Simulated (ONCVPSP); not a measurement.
## What the settings do to the ONCV potential of silver (Ag)

Base potential:

- Element: Ag
- Generator: ONCVPSP 4.0.1
- Type: optimised norm-conserving Vanderbilt (ONCV)
- Functional: PBEsol
- Relativity: scalar-relativistic
- Frozen core: [Ar] 3d10
- Valence charge: 19
- Reference configuration: 4s2 4p6 4d10 5s1
- Partial waves: 4s+5s: rc 1.35 bohr, ncon 5, nbas 9, qcut 8.3 1/bohr, 2 projectors; 4p: rc 1.65 bohr, ncon 3, nbas 8, qcut 8 1/bohr, 3 projectors, debl 2.3 Ha; 4d: rc 1.35 bohr, ncon 4, nbas 7, qcut 6.4 1/bohr, local
- Local potential: the d channel
- Core correction: none

All-electron outer shells of the reference configuration (PBEsol, scalar-relativistic, ld1.x):

| shell | level (eV) | outermost node (bohr) | outermost maximum (bohr) |
| --- | --- | --- | --- |
| 3d | -358.49 | – | 0.27 |
| 4s | -94.97 | 0.44 | 0.82 |
| 4p | -58.51 | 0.44 | 0.87 |
| 4d | -7.45 | 0.43 | 1.04 |
| 5s | -4.42 | 1.11 | 2.49 |

Cutoffs, loose and tight: the cutoffs (Ha) at which the residual kinetic energy of the hardest occupied pseudo-wave falls to 1 and 0.1 mHa per electron. They do not see the model core or the augmentation charge, which bear on the density cutoff. Test errors are all-electron minus pseudo excitation energies from the reference, over the configurations 4s2 4p6 4d10 5s0; 4s2 4p6 4d9 5s0; 4s2 4p6 4d8 5s0; 4s2 4p6 4d9 5s1 5p1. A dash means not determined; rows that change the core or the reference have their own tests.

A true bound ghost makes a file unfit for plane-wave use even where its test errors are small: the radial tests pick states by their node count and pass the ghost by.

| change | outcome | cutoff, loose | cutoff, tight | bound ghosts | GHOST(+) flags above zero | largest test error (meV) |
| --- | --- | --- | --- | --- | --- | --- |
| base | generated | 80 Ha | 96 Ha | s | none | -20 |
| s: ncon 4, nbas 8 | generated | 80 Ha | 96 Ha | none | s | -20 |
| d: rc 1.62 | failed: test_data: rc < rc(lloc) for l = 0. Not allowed. | – | – | – | – | – |
| s: nproj 4 | generated | 80 Ha | 96 Ha | none | s | -20 |
| d: qcut 3.8 | generated | 92 Ha | 108 Ha | s | none | -37 |
| p: qcut 4.8 | generated | 80 Ha | 118 Ha | s | none | -26 |
| d: nproj 1; local potential polynomial inside 1.30 bohr (lpopt 5, dvloc0 0 Ha) | generated | 80 Ha | 96 Ha | none | s | -7.3 |
